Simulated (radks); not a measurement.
Question: These are the eigenvalues of the occupied orbitals of an atom or ion with whole-number occupations (eV). Calculated with a radial shooting solver on a logarithmic mesh with Libxc functionals: scalar-relativistic Kohn-Sham, BLYP, spin-polarised, spherical densities, finite nucleus; Fermi nuclear charge, rms radius of each element as measured or else 0.836 A^(1/3) + 0.57 fm.

| orbital | eigenvalue |
|---|---|
| 1s down | -7614.507 |
| 1s up | -7614.503 |
| 2s up | -918.4037 |
| 2s down | -916.8740 |
| 2p up | -789.4342 |
| 2p down | -788.2733 |
| 3s up | -122.6588 |
| 3s down | -119.3080 |
| 3p up | -85.9603 |
| 3p down | -82.6965 |
| 3d up | -28.2792 |
| 3d down | -25.3499 |

Which element is it, and in what charge state? The configuration may be excited. Open shells, if any, are filled with parallel spins first.

Answer: Z = 27, cobalt, charge +2: Co2+ in [Ar] 3d7. The list shows which subshells hold electrons but not how many an open one holds; the 1s level, -279.83 hartree, gives Z - s = 23.7 by -(Z - s)^2/2, which with screening and relativity narrows Z to a few neighbours, and the depths of the outer levels then fix element, charge and occupations together.
